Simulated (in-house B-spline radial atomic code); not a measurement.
# Ionising the bromine ion Br⁷⁺ with different functionals

Computed with a radial B-spline atomic code at the basis-set limit: non-relativistic Hamiltonian, point nucleus, spin-polarised at highest spin, spherical fractional occupations for the functionals, and exact exchange of hybrids averaged over the configuration. The ionisation energy is the difference of two self-consistent energies, [Ar] 3d10 → [Ar] 3d9, without Breit or QED terms; ε is the level of the shell that loses the electron (its least bound occupied spin orbital). There is no spin-orbit coupling in this Hamiltonian.

| method | rung | ΔSCF (eV) | -ε(3d) (eV) |
| --- | --- | --- | --- |
| PBE0 | global hybrid | 193.68 | 182.08 |
| B3LYP | global hybrid | 193.76 | 181.13 |
| TPSSh | global hybrid | ? | ? |
| M06-2X | global hybrid | 193.38 | 187.66 |
| BHandHLYP | global hybrid | 193.56 | 187.13 |
| r2SCAN0 | global hybrid | 194.38 | 182.90 |
| B97-1 | global hybrid | 193.68 | 181.24 |
| HSE06 | range-separated hybrid | 193.59 | 181.58 |
| wB97X | range-separated hybrid | 193.28 | 183.56 |
| CAM-B3LYP | range-separated hybrid | ? | ? |
| LC-wPBE | range-separated hybrid | 193.60 | 182.74 |

**Question.** What does CAM-B3LYP give?

**Answer.** ΔSCF 193.69 eV, and -ε(3d) = 183.13 eV.

**Question.** What does TPSSh give?

**Answer.** ΔSCF 193.59 eV, and -ε(3d) = 178.92 eV.

**Question.** Among the functionals, which spreads more, the ΔSCF values or the orbital energies?

**Answer.** The orbital energies: ΔSCF values span about 1.10 eV and the orbital energies 8.75 eV; here energy differences depend much less on the functional than eigenvalues do.

**Question.** How do they compare with the NIST value?

**Answer.** NIST lists 192.61 eV ± 0.06 (measured, ground level to ground level). Errors run from +0.67 to +1.77 eV; wB97X is closest (+0.67 eV), but part of that can be cancellation, since the calculations leave out relativity, Breit-QED terms, multiplet and fine-structure energies.
